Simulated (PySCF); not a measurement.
Telling isomers of C₇H₁₃N apart by NMR

Calculated, not measured (PySCF 2.14): structure optimised with GFN2-xTB, NMR shieldings at PBE0/pcSseg-1/GIAO. Fast rotation and ring inversion assumed for equivalent nuclei, one conformer, gas phase, non-relativistic.

References, each an isolated molecule treated in the same way: TMS for ¹H and ¹³C. Where no couplings were computed, multiplicities follow the n + 1 count of equivalent neighbours, and m marks all less simple cases (inequivalent or close neighbours, rings, F or P nearby). Shifts are as computed. Against solution values, carbons near 30 ppm lie about +3 ppm off and those near 130 ppm about +5 ppm. Of 1211 compounds with measured shifts, 218 miss one by over three times the rms of a fit or turn the order of signals round; such compounds aren't used in these exercises. OH and NH positions are gas-phase values without hydrogen bonding to other molecules.

(1) Tabulate the signals of `CCC(C)(C)C1=NC1`, `C=C[C@@H](C)C1CNC1`, `C=NC1CCCCC1`, `C=C1[C@@H](C)[C@H](C)[C@@H]1N` and their relative energies.

(2) What is the quickest way to tell C=NC1CCCCC1 from C=C1[C@@H](C)[C@H](C)[C@@H]1N?

(3) What is the quickest way to tell C=C[C@@H](C)C1CNC1 from C=C1[C@@H](C)[C@H](C)[C@@H]1N?

(4) What is the quickest way to tell CCC(C)(C)C1=NC1 from C=NC1CCCCC1?

Results:

(1) 
| SMILES | carbon types | δC | δH | E rel. (kcal/mol) |
| --- | --- | --- | --- | --- |
| CCC(C)(C)C1=NC1 | 2×C 2×CH2 3×CH3 | 183.0, 37.9, 35.7, 25.3, 18.8, 12.1 | 1.67 (q, 2H), 1.32 (s, 6H), 1.12 (s, 2H), 0.75 (t, 3H) | 30.9 |
| C=C[C@@H](C)C1CNC1 | 3×CH 3×CH2 1×CH3 | 151.9, 120.1, 56.2, 55.8, 52.7, 40.9, 20.3 | 5.70 (m, 1H), 5.32 (m, 1H), 5.15 (m, 1H), 3.81 (m, 1H), 3.63 (m, 1H), 3.53 (m, 1H), 3.50 (m, 1H), 2.35 (m, 1H), 1.94 (m, 1H), 0.88 (d, 3H), 0.12 (br s, 1H) | 30.5 |
| C=NC1CCCCC1 | 1×CH 6×CH2 | 151.6, 71.9, 39.6, 31.7, 24.9 | 7.82 (d, 1H), 7.25 (d, 1H), 3.23 (m, 1H), 2.42 (m, 2H), 1.92 (m, 1H), 1.69 (m, 2H), 1.55 (m, 2H), 1.45 (m, 2H), 1.35 (m, 1H) | 0.0 |
| C=C1[C@@H](C)[C@H](C)[C@@H]1N | 1×C 3×CH 1×CH2 2×CH3 | 167.9, 116.8, 55.9, 44.5, 41.2, 23.1, 15.4 | 5.79 (br s, 1H), 5.44 (br s, 1H), 4.11 (m, 1H), 2.18 (m, 1H), 1.65 (m, 1H), 1.18 (d, 3H), 0.93 (d, 3H), 0.69 (br s, 2H) | 20.3 |

Energies are electronic energies at PBE0/pcSseg-1 on these geometries, without zero-point or thermal terms, each for the one conformer computed, which needn't be the lowest.

(2) Count the carbon signals: 5 against 7. The first has an sp3 CH2 in a ring at 39.6 ppm, the second a fully substituted alkene carbon (C) at 167.9 ppm. Their most deshielded carbons lie at 151.6 and 167.9 ppm. In the proton spectra the most deshielded non-exchanging signals are 7.82 (d, 1H) and 5.79 (br s, 1H).

(3) Both give the same number of carbon signals, but DEPT or the intensities differ. The first has an alkene CH at 151.9 ppm, the second a fully substituted alkene carbon (C) at 167.9 ppm.

(4) Count the carbon signals: 6 against 5. The first has a C=N carbon (C) at 183.0 ppm, the second a C=N carbon (CH2) at 151.6 ppm. In the proton spectra the most deshielded non-exchanging signals are 1.67 (q, 2H) and 7.82 (d, 1H).
